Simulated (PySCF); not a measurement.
C₃H₇O, SMILES C([CH2])(C)O, multiplicity 2.

Coordinates come from a PBE0-D3(BJ)/def2-SVP optimisation. The isomer is the one that the SMILES or the coordinates give; other isomers of the formula were not compared. One conformer was computed; it need not be the lowest.

Two levels are set side by side: PBE/def2-TZVP (PySCF) and M06-2X/def2-TZVP (PySCF). Same geometry, gas phase. Differences are taken from unrounded values.

```tsv
quantity	M06-2X
α-spin orbital gap (eV)	9.37
β-spin orbital gap (eV)	8.53
dipole moment (D)	1.55
mean polarisability (bohr³)	41.7
```

Task: What does PBE give, and how far is it from M06-2X? (Estimate from the structure and the level; the computed values follow.)

Result: 
```csv
quantity,PBE,PBE minus M06-2X
α-spin orbital gap (eV),5.40,-3.97
β-spin orbital gap (eV),3.43,-5.10
dipole moment (D),1.37,-0.19
mean polarisability (bohr³),44.2,2.5
```

PBE's more diffuse valence density responds more strongly to a field. Differences between two approximate levels are no errors against the true value.

Rough cost on one machine, each run with all the roots and properties that it gave: M06-2X against PBE within a factor of 2.
